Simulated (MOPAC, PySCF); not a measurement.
H$_{10}$OSi$_{4}$, SMILES `[SiH3]O[SiH2][SiH2][SiH3]` (Si–O–Si–Si torsion -27°, O–Si–Si–Si torsion -179°), neutral singlet in the gas phase. 

Cartesian coordinates (Å):
SMILES: [SiH3][SiH2][SiH2]O[SiH3]
```xyz
15

Si    -3.1845    -0.0321    -0.0112
O     -1.8770    -0.9875    -0.2615
Si    -0.2727    -1.2080     0.0205
Si     0.8520     0.8245     0.3644
Si     3.1366     0.4198     0.7092
H     -2.7727     1.3922     0.0064
H     -3.8180    -0.3678     1.2847
H     -4.1479    -0.2594    -1.1089
H     -0.0980    -2.0697     1.2168
H      0.3062    -1.9152    -1.1463
H      0.2872     1.5173     1.5524
H      0.6755     1.7141    -0.8129
H      3.3209    -0.4633     1.8868
H      3.7139    -0.2549    -0.4790
H      3.8753     1.6842     0.9434
```
Charge 0, spin multiplicity 1.

All levels are single points at this geometry (B3LYP-D3(BJ)/def2-TZVP); Pople sets use spherical d functions. Orbital energies aren't observables, and empty levels follow the basis.

```csv
level,HOMO (eV),LUMO (eV),gap (eV),dipole (D),"vertical IE, Delta-SCF (eV)"
B3LYP-D3(BJ)/def2-TZVP in PySCF,-7.57,-0.94,6.63,0.32,9.44
B3LYP/6-311+G** in PySCF,-7.61,-0.99,6.62,0.52,–
B3LYP/6-31G* in PySCF,-7.42,-0.57,6.86,0.39,9.36
HF/STO-3G in PySCF,-7.15,10.06,17.21,0.51,–
AM1 in MOPAC,-10.00,-1.01,8.99,0.38,–
PM7 in MOPAC,-10.15,-0.19,9.97,1.00,–
```
